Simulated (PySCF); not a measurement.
## Shifts of the heteroatoms

Molfile (atoms numbered from 1):
```
C3H6Cl2OSi
     RDKit          3D

 13 12  0  0  0  0  0  0  0  0999 V2000
   -0.8779   -1.2371   -0.4924 C   0  0  0  0  0  0  0  0  0  0  0  0
   -0.6327   -0.0231   -0.0295 C   0  0  0  0  0  0  0  0  0  0  0  0
   -1.6717    1.0067    0.2836 C   0  0  0  0  0  0  0  0  0  0  0  0
    0.6282    0.4384    0.2233 O   0  0  0  0  0  0  0  0  0  0  0  0
    2.1353   -0.1101    0.0461 Si  0  0  0  0  0  4  0  0  0  0  0  0
    3.2293    1.4386    0.6736 Cl  0  0  0  0  0  0  0  0  0  0  0  0
    2.5298   -0.5487   -1.8800 Cl  0  0  0  0  0  0  0  0  0  0  0  0
   -1.8836   -1.5638   -0.6754 H   0  0  0  0  0  0  0  0  0  0  0  0
   -0.0862   -1.9321   -0.7058 H   0  0  0  0  0  0  0  0  0  0  0  0
   -1.5964    1.2993    1.3296 H   0  0  0  0  0  0  0  0  0  0  0  0
   -1.5013    1.8950   -0.3224 H   0  0  0  0  0  0  0  0  0  0  0  0
   -2.6662    0.6217    0.0854 H   0  0  0  0  0  0  0  0  0  0  0  0
    2.3889   -1.2843    0.8624 H   0  0  0  0  0  0  0  0  0  0  0  0
  1  2  2  0
  2  3  1  0
  2  4  1  0
  4  5  1  0
  5  6  1  0
  5  7  1  0
  1  8  1  0
  1  9  1  0
  3 10  1  0
  3 11  1  0
  3 12  1  0
  5 13  1  0
M  END
```

Computational details: GFN2-xTB structure, PBE0/pcSseg-1 with gauge-including orbitals, in PySCF (isolated molecule, non-relativistic, fast rotation and ring inversion assumed for equivalent nuclei, one computed conformer).

(1) Where does 29Si resonate?

(2) Where does 17O resonate?

Answers

(1) 
| atoms | environment | σ (ppm) | δ (ppm) |
| --- | --- | --- | --- |
| Si5 | silicon bonded to 2 Cl, O, H | 371.7 | -25.6 |

Shieldings were converted by a linear fit to measured shifts: 29Si (scatter 8.9 ppm rms, 25.8 ppm with the 6 outliers that the fit left out vs TMS, solution or neat liquid). A few per cent of atoms miss by over 2 rms, more outside the fitted compound classes.

On a 500 MHz spectrometer 29Si resonates near 99.3 MHz, so 1 ppm is 99.3 Hz.

(2) 
| atoms | environment | σ (ppm) | δ (ppm) |
| --- | --- | --- | --- |
| O4 | oxygen bonded to C, Si | 175.2 | 107.1 |

Shieldings were converted by a linear fit to measured shifts: 17O: δ = 266.70 − 0.911σ (rms 10.7 ppm, 155 shifts, 12.2 ppm with the 3 outliers that the fit left out vs liquid water, solution or neat liquid). A few per cent of atoms miss by over 2 rms, more outside the fitted compound classes.

On a 400 MHz spectrometer 17O resonates near 54.2 MHz, so 1 ppm is 54.2 Hz.
